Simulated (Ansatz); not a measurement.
`CC[Si]F` + H₂S → `CC[Si]S` + H–F  (ligand exchange at the Si–F bond)

Calculated with Ansatz (gas phase, PBE0-D4/def2-TZVP geometries, no zero-point term in ΔE). CCSD(T)/CBS adds triple-zeta CCSD(T) − MP2 to the extrapolated MP2 energy (def2 sets, frozen cores). This one scheme is used for every species. DFT in def2-TZVPP. B3LYP here is the variant with VWN-RPA as its local correlation; programs differ in this. HSE06 is defined as in plane-wave codes. Each species was taken in one conformer, which may not be the lowest.

`CC[Si]F`:

```xyz
9

C     0.024    0.025    0.951
C    -0.586   -0.086   -0.441
Si    0.547   -0.287   -1.942
F     1.944    0.245   -1.316
H     0.768    0.822    0.993
H    -0.734    0.231    1.711
H     0.530   -0.900    1.235
H    -1.151    0.830   -0.694
H    -1.342   -0.881   -0.497
```

H₂S:

```xyz
3

S    -0.416   -0.133    0.439
H     0.924   -0.065    0.417
H    -0.508    0.199   -0.857
```

`CC[Si]S`:

```xyz
10

C    -1.351   -0.485    0.499
C     0.003    0.116    0.139
Si    0.765   -0.612   -1.452
S     2.593    0.492   -1.511
H    -1.763   -0.042    1.410
H    -1.279   -1.563    0.663
H    -2.082   -0.331   -0.299
H    -0.076    1.203    0.000
H     0.724   -0.026    0.954
H     2.466    1.249   -0.403
```

H–F:

Cartesian coordinates in Å:
```
F 0.143 0.290 -0.328
H -0.143 -0.290 0.328
```

```tsv
level	ΔE (kcal/mol)	difference from CCSD(T)/CBS
revPBE-D4	9.0	-3.5
PBE0-D4	10.4	-2.1
B3LYP-D4	13.9	1.4
r2SCAN0-D4	12.2	-0.3
HSE06-D4	10.3	-2.2
BHLYP-D4	14.9	2.4
CAM-B3LYP-D4	16.6	4.1
PBE	11.3	-1.2
BLYP	16.0	3.5
PBE0	11.5	-1.0
r2SCANh	12.7	0.2
HSE06	11.3	-1.2
RPA@PBE/def2-TZVPP	14.3	1.8
MP2/def2-TZVPP	11.6	-0.9
SCS-MP2/def2-TZVPP	13.9	1.4
MP2/def2-QZVPP	11.5	-1.0
CCSD(T)/CBS	12.5	0
```

Largest T1 diagnostic among the species: 0.013.

Leaving LDA and LC-ωPBE aside and taking each functional with its dispersion term where it has one, the values spread over 7.6 kcal/mol, from revPBE-D4 to CAM-B3LYP-D4. At CCSD(T), def2-SVP lies +1.5 kcal/mol from the extrapolated value and def2-TZVPP +0.6 kcal/mol.
